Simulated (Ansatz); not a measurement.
`C[O][Al]([OH])[O]C` and `COB(O)OC` differ in one element.

Ansatz, PBE0-D4/def2-TZVP geometries, multiplicity 1. Each molecule was computed in one conformer, which needn't be the lowest.

```tsv
property	`C[O][Al]([OH])[O]C`
size of the dipole moment (B3LYP/def2-TZVPP) / D	2.15
HOMO–LUMO gap (PBE/def2-TZVPP) / eV	5.25
size of the dipole moment (ωB97M-V/def2-TZVPP) / D	2.16
LUMO energy (PBE/def2-TZVPP) / eV	-1.14
LUMO energy (PBE0/def2-TZVPP) / eV	-0.25
HOMO energy (ωB97M-V/def2-TZVPP) / eV	-10.38
```

Q: Give the same properties after the change, and the shifts. (An estimate is asked.)

A: Ansatz gave: 
| property | `COB(O)OC` | shift |
| --- | --- | --- |
| size of the dipole moment (B3LYP/def2-TZVPP) / D | 0.28 | -1.87 |
| HOMO–LUMO gap (PBE/def2-TZVPP) / eV | 6.64 | 1.39 |
| size of the dipole moment (ωB97M-V/def2-TZVPP) / D | 0.28 | -1.88 |
| LUMO energy (PBE/def2-TZVPP) / eV | 0.09 | 1.23 |
| LUMO energy (PBE0/def2-TZVPP) / eV | 0.92 | 1.17 |
| HOMO energy (ωB97M-V/def2-TZVPP) / eV | -10.54 | -0.16 |

With PBE0 the HOMO falls by 0.17 eV and the LUMO rises by 1.17 eV, so the gap widens by about 1.34 eV. PBE moves the HOMO by -0.17 eV and ωB97M-V by -0.16 eV. Dipoles are sizes alone; their direction can turn.

Positive LUMOs are unbound, so they and the gaps depend on the basis.

B3LYP here is the variant with VWN-RPA as its local correlation; programs differ in this.
